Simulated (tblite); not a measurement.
H2MoO4, charge -1, doublet, at a GFN2-xTB geometry (such geometries of metal compounds can be far from the true shape) (the multiplicity is a formal guess); GFN1-xTB run with tblite.

tblite was given this input:
```
$ tblite run mol.xyz --method gfn1 --charge -1 --spin 1 --etemp 2000 --json tblite.json --no-restart

# file mol.xyz
7

Mo     0.15149038     0.00251158     0.01859891
O      1.26724167    -0.16632926    -1.20631608
O      0.93177013     0.20278703     1.47629510
O     -1.24429305    -0.98285415    -0.93786295
H     -0.91723910    -1.36587719    -1.75472871
O     -1.46557986     0.93792672     0.60516404
H     -1.35846784     1.32814787     1.47533361
```

It wrote (shortened):

```
xTB calculator
 | screened Coulomb repulsion
 | Coulomb electrostatics
 |  * isotropic Klopman-Ohno-Mataga-Nishimoto electrostatics
 |  * onsite third-order electrostatics
 | DFT-D3(BJ) dispersion correction

halogen bonding energy    0.0000000000000E+00 Eh
repulsion energy          1.0753515096508E-01 Eh
dispersion energy        -2.0978951519359E-03 Eh
number of electrons       3.3000000000000E+01 e
integral cutoff           4.0000000000000E+01 bohr

------------------------------------------------------------
  cycle        total energy    energy error   density error
------------------------------------------------------------
      1     -21.60257660754  -2.1708014E+01   1.2050205E+00
      2     -22.26980208940  -6.6722548E-01   4.1482984E-01
      3     -22.28808992531  -1.8287836E-02   1.8917801E-01
      4     -22.28469181896   3.3981064E-03   9.8349344E-02
      5     -22.28998273342  -5.2909145E-03   3.6074136E-02
      6     -22.29070927613  -7.2654271E-04   2.2197579E-02
      7     -22.29109201256  -3.8273643E-04   3.7500126E-03
      8     -22.29109812067  -6.1081020E-06   2.2198442E-03
      9     -22.29110148880  -3.3681342E-06   9.3826013E-05
     10     -22.29110149471  -5.9088130E-09   1.2909213E-06
------------------------------------------------------------

electronic energy        -2.2396538750523E+01 Eh
total energy             -2.2291101494709E+01 Eh

Post processing:
 | Mayer-Wiberg bond orders

[Info] JSON dump of results written to 'tblite.json'
```
